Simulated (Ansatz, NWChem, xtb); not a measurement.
## Ligand exchange: BH(CH3)I + SiH3(OH) → BH(CH3)(SiH3) + HOI

Species: BH(CH3)I, singlet; SiH3(OH), singlet; BH(CH3)(SiH3), singlet; HOI `OI`, singlet. The partners trade I for SiH3: B–I and O–SiH3 bonds give way to B–SiH3 and O–I.

Shapes, held fixed at every level: PBE0-D4/def2-TZVP. Programs: Ansatz 0.2.0, NWChem 7.3.0, xtb 6.7.1. A level may come from different programs for different species; with the same settings they agree closely. The zero-point and thermal change to 298 K, harmonic and unscaled (PBE0-D4/def2-TZVP), is -4.8 kJ/mol.

Task: Estimate ΔH(298 K) of this reaction.

Result: The highest level, CCSD(T)/def2-TZVPP, gives ΔH(298 K) = +332.0 kJ/mol; the levels span +299.5 to +379.8. The column of differences is taken from that level and isn't an error. No measured value is set beside it here. For atoms past krypton def2 sets carry core potentials with scalar relativity. Outer-core shells of I are correlated, in sets that cover them unevenly.

```csv
level,kind,ΔH(298 K) (kJ/mol),less CCSD(T)/def2-TZVPP
GFN2-xTB,semi-empirical,+379.8,+47.8
HF/def2-TZVPP,Hartree–Fock,+354.4,+22.4
SPW92/def2-TZVPP,LDA,+313.8,-18.2
PBE-D4/def2-TZVPP,GGA,+299.5,-32.5
PBE0/def2-SVP,global hybrid,+323.9,-8.1
wB97M-V/def2-TZVPP,range-separated hybrid,+325.5,-6.5
MP2/def2-TZVPP,perturbation theory,+355.7,+23.7
CCSD/def2-TZVPP,coupled cluster or CI,+334.9,+2.9
CCSD(T)/def2-TZVPP,coupled cluster or CI,+332.0,0.0
```
